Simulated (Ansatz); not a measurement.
Si₂O₃ (the lowest singlet isomer of a short search) was relaxed with PBE-D4 (def2-SVP) in Ansatz in these states: neutral quintet, neutral singlet, neutral triplet. The geometries follow in no particular order.

A:

```
atom    x (Å)    y (Å)    z (Å)
 Si1  -0.1197   0.7617   2.5432
 Si2   0.0283  -0.1935  -0.6467
  O3  -0.1643  -1.7269  -1.0200
  O4   0.3010   0.8772  -1.7897
  O5  -0.0453   0.2816   0.9133
```

B:

```xyz
5

Si   -2.133    0.413    1.173
Si    0.526   -0.125   -0.297
O     0.286   -1.665   -0.638
O     1.877    0.584   -0.754
O    -0.556    0.794    0.516
```

C:

Cartesian coordinates in Å:
```
Si 2.186 -1.104 -0.601
Si -0.795 0.401 0.220
O -1.128 -0.214 1.605
O -1.091 1.330 -0.988
O 0.828 -0.413 -0.236
```

Problem. Judge from the bond lengths which geometry belongs to which state (an estimate).

Solution. A is the neutral triplet (Si2–O5 1.632 Å, Si1–O5 1.701 Å, Si2–O3 1.590 Å); B is the neutral quintet (Si2–O5 1.635 Å, Si1–O5 1.750 Å, Si2–O3 1.595 Å); C is the neutral singlet (Si2–O5 1.872 Å, Si1–O5 1.567 Å, Si2–O3 1.552 Å).

At PBE0-D4/def2-TZVP a singlet lies 1.68 eV below the neutral triplet. At PBE0-D4/def2-TZVP a singlet lies 5.06 eV below the neutral quintet. These are the stationary points nearest to one start from a short search; other shapes may lie lower in each state.
